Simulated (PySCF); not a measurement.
C₅H₆O₂. Atoms are numbered in the order given.

```xyz
13

C      2.2888    -0.7265    -0.7332
C      1.3539    -0.6448     0.0362
C      0.2011    -0.5647     0.8799
C     -1.1578    -0.4879     0.1872
O     -1.1652    -0.3403    -1.1877
C     -0.6439     0.7140     0.9084
O     -0.2913     1.7974     0.1567
H      3.1412    -0.7817    -1.3846
H      0.2428    -1.1455     1.8071
H     -1.9787    -1.0862     0.6005
H     -0.4728    -0.9021    -1.5640
H     -1.0697     0.9747     1.8826
H     -0.4634     1.5433    -0.7647
```

Coordinates come from a PBE0-D3(BJ)/def2-SVP optimisation. The structure was generated by enumeration; whether it is a known compound was not checked. The values are those of a single conformer.

The numbers are results of PBE/pcSseg-1 (PySCF), not measurements.

GIAO shieldings, no solvent; atoms listed in one row are averaged. δ = σ(ref) − σ: ¹³C against TMS (σ = 182.0 ppm); ¹⁷O against H2O (σ = 334.3 ppm); ¹H against TMS (σ = 31.49 ppm), references at their B3LYP-D3(BJ)/def2-TZVP geometries, non-relativistic.

Q: Estimate the chemical shifts. (An estimate is asked for; the answer gives what the named calculation found.)

A: 
```csv
nucleus,atoms,count,δ (ppm)
¹³C,C2,1,80.7
¹³C,C1,1,76.6
¹³C,C6,1,59.2
¹³C,C4,1,51.7
¹³C,C3,1,20.4
¹⁷O,O5,1,26.8
¹⁷O,O7,1,14.6
¹H,H12,1,3.56
¹H,H10,1,3.44
¹H,H13,1,2.46
¹H,H8,1,1.99
¹H,H9,1,1.53
¹H,H11,1,1.32
```
